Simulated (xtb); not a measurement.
C₂H₈InN, SMILES C[N](C)[InH2]. All values are semi-empirical tight-binding results from xtb (GFN2-xTB unless named), good for trends rather than for accurate numbers. Coordinates come from a GFN2-xTB optimisation. The structure was generated by enumeration; whether it is a known compound was not checked.

Optimised geometry:

Bonds (Å): In1–H2 1.721, In1–H3 1.721, In1–N4 2.034, N4–C5 1.441, N4–C6 1.441, C5–H7 1.098, C5–H8 1.101, C5–H9 1.096, C6–H10 1.101, C6–H11 1.098, C6–H12 1.096. Bond angles (°): H2–In1–H3 124.0, H2–In1–N4 117.0, H3–In1–N4 116.9, In1–N4–C5 120.2, In1–N4–C6 120.2, C5–N4–C6 113.9, N4–C5–H7 110.5, N4–C5–H8 112.5, N4–C5–H9 108.8, H7–C5–H8 107.9, H7–C5–H9 108.3, H8–C5–H9 108.8, N4–C6–H10 112.5, N4–C6–H11 110.5, N4–C6–H12 108.8, H10–C6–H11 107.9, H10–C6–H12 108.8, H11–C6–H12 108.3.
Charge 0, spin multiplicity 1.

For metal compounds this method's bond lengths and energies can be far off.

The point group as xtb finds it comes out as Cs. The orbital gap is 2.40 eV. The zero-point energy is 55.1 kcal/mol. The G − E(el) at 298.15 K (modified RRHO) is 35.2 kcal/mol.

**Question.** Give the atomic charges and the Wiberg bond orders between heavy atoms. (An estimate is asked for; the answer gives what the named calculation found.)

**Answer.** charges (e) In1 0.17, H2 -0.06, H3 -0.06, N4 -0.24, C5 -0.02, C6 -0.02, H7 0.04, H8 0.03, H9 0.06, H10 0.03, H11 0.04, H12 0.06. Bond orders In1–N4 0.94, N4–C5 1.03, N4–C6 1.03.
